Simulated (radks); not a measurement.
Results of a calculation; reference values are marked as such.
Cd, configuration [Kr] 4d10 5s2. Level of theory: scalar-relativistic Kohn-Sham, B86b exchange with PBE correlation, spin-polarised, spherical densities, finite nucleus; Fermi nuclear charge, rms radius 4.6087 fm (a radial shooting solver on a logarithmic mesh with Libxc functionals).

Unscreened Slater integrals over Kohn-Sham orbitals (eV). They are taken over the spin-up orbitals.

\begin{tabular}{lr}
integral & value \\ \hline
F0(5s,5s) & 8.5135 \\
F0(5s,4d) & 10.633 \\
G2(5s,4d) & 1.5844 \\
F0(5s,4p) & 10.964 \\
G1(5s,4p) & 0.56445 \\
F0(5s,4s) & 11.036 \\
G0(5s,4s) & 0.36870 \\
F0(4d,4d) & 19.281 \\
F2(4d,4d) & 9.4582 \\
F4(4d,4d) & 6.1451 \\
F0(4d,4p) & 21.825 \\
F2(4d,4p) & 10.652 \\
G1(4d,4p) & 13.390 \\
G3(4d,4p) & 8.1653 \\
F0(4d,4s) & 22.505 \\
G2(4d,4s) & 9.8494 \\
F0(4p,4p) & 25.514 \\
F2(4p,4p) & 13.358 \\
F0(4p,4s) & 26.586 \\
G1(4p,4s) & 18.033 \\
F0(4s,4s) & 27.821 \\
\end{tabular}
